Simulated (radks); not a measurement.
The numbers below are computed, except where a source is named.
Problem. Ionisation of Cd, [Kr] 4d10 5s2, to Cd+, [Kr] 4d10 5s1, under several functionals. Dirac Kohn-Sham, spin-unpolarised, spherical densities, finite nucleus; a radial shooting solver on a logarithmic mesh with Libxc functionals. The NIST Atomic Spectra Database gives 8.994 eV (measured). Rank these functionals by the error of their Delta-SCF ionisation energy: HCTH/407; revPBE; LDA (Slater exchange, VWN5 correlation); LDA (Slater exchange, Perdew-Zunger correlation); exchange-only B88.

Solution. From best to worst: revPBE 9.149 eV (+0.155); HCTH/407 9.239 eV (+0.245); exchange-only B88 8.585 eV (-0.408); LDA (Slater exchange, VWN5 correlation) 9.623 eV (+0.629); LDA (Slater exchange, Perdew-Zunger correlation) 9.629 eV (+0.635). Spin polarisation and multiplet splitting are left out, so open shells lie too high by an amount that depends on their filling.

Beside tabulated values, note that spin-unpolarised runs miss the spin-polarisation part of the exchange energy of open shells.
